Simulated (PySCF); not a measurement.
# I⁺: excitation energy

I⁺ [Kr] 4d10 5s2 5p4 (3P) → I⁺ [Kr] 4d10 5s2 5p3 6s1 (5S), as a difference of total energies. Calculation: PySCF 2.14, in aug-cc-pwCVTZ-DK3 (10s9p7d4f1g, 109 functions); the spin-free X2C one-electron Hamiltonian (Gaussian nucleus). Correlated levels: valence: [Kr] 4d10 frozen. The calculations carry no spin-orbit coupling.

```csv
method,excitation energy (cm⁻¹),error (cm⁻¹)
UHF,73598,-4356
MP2 (valence),75602,-2351
SCS-MP2 (valence),77353,-600
CCSD (valence),76666,-1287
CCSD(T) (valence),76605,-1349
```

Reference: 77954 cm⁻¹ (measured; NIST levels, between the centres of gravity of the two terms).

Errors of the correlated levels include the incompleteness of this basis and the frozen core.
